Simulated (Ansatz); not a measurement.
`[CH3][Zr]([OH])([Cl])[Cl]`, charge 0, multiplicity 1.

**Question.** Give a relaxed structure at PBE0-D4/def2-TZVP (the Gaussian-basis code of Ansatz). (Estimate.)

**Answer.** Ansatz gave: 
```xyz
9

C     0.360    1.147    0.740
Zr   -0.437   -0.717   -0.100
O     0.421   -0.891   -1.776
Cl    0.162   -2.424    1.401
Cl   -2.758   -0.408   -0.303
H     0.135    1.998    0.089
H     1.447    1.088    0.862
H    -0.086    1.339    1.723
H     0.755   -1.132   -2.636
```
Point group Cs.
This is one stationary point; other conformers may exist.
